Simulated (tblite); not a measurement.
Isomers of C2H15NSi4. Computed with GFN2-xTB (tblite): harmonic, unscaled wavenumbers at the GFN2-xTB geometry, gas phase. The method is semi-empirical: single wavenumbers can be off by several per cent or more. Modes of hydrogen on silicon can be 10 to 20 % off. One conformer each.

Electronic energies: GFN2-xTB at the same geometries; isomer energies are rough at this level and their order can be wrong.

```
                         SMILES  electronic energy, lowest = 0 (kJ/mol)
CN(C)[Si@H]([SiH3])[SiH2][SiH3]                                     0.0
 CN(C)[SiH2][SiH]([SiH3])[SiH3]                                     1.7
  CN[SiH2][Si](C)([SiH3])[SiH3]                                    29.5
```

How do GFN2-xTB zero-point energies change the relative energies?

```tsv
SMILES	ZPE (kJ/mol)	of it from modes above 1550 cm⁻¹	electronic (kJ/mol)	with ZPE, lowest = 0 (kJ/mol)	lowest mode (cm⁻¹)	rings
CN(C)[Si@H]([SiH3])[SiH2][SiH3]	401.1	222.9	0.0	0.0	8	0
CN(C)[SiH2][SiH]([SiH3])[SiH3]	401.6	223.2	1.7	2.2	13	0
CN[SiH2][Si](C)([SiH3])[SiH3]	405.3	232.8	29.5	33.7	20	0
```

The zero-point energies span 4.2 kJ/mol, from `CN(C)[Si@H]([SiH3])[SiH2][SiH3]` to `CN[SiH2][Si](C)([SiH3])[SiH3]`. The order is unchanged.
